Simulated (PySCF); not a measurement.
**Electronic structure of Zn⁺ (zinc, charge +1) at the PBE0 level**

Configuration: [Ar] 3d10 4d1, 2D determinant (an excited configuration). Computed with PySCF 2.14 in aug-cc-pVTZ-PP with one added diffuse shell each of s, p, d, f, g type with ECP10MDF (7s7p6d4f3g, 113 functions), with a scalar-relativistic core potential.

* Total energy: -226.2862 hartree
* One-electron energy: -396.9994 hartree
* Hartree (Coulomb) energy: 191.2864 hartree
* Exchange-correlation energy: -20.5731 hartree
* ⟨S²⟩: 0.7500
* ⟨L²⟩: 6.000
* Sum of ⟨r⟩: 19.71 bohr
* Sum of ⟨r²⟩: 46.25 bohr²
* Traceless quadrupole moment −½Σ⟨3z² − r²⟩ along its main axis: 9.01 e·bohr²

```csv
shell,electrons,mean orbital energy (eV),spread (eV),"rms radius, mean of both spins (bohr)"
3s α,1,-152.24,0,0.736
3s β,1,-152.22,0,0.736
3p α,3,-104.38,0.044,0.779
3p β,3,-104.35,0.074,0.779
3d α,5,-27.936,0.078,0.997
3d β,5,-27.902,0.099,0.997
4d α,1,-5.213,0,5.62
```

Energies and moments cover only the electrons outside the core potential. The outer electron is Rydberg-like, and this basis confines it to a smaller radius and binds it less than a complete one would.
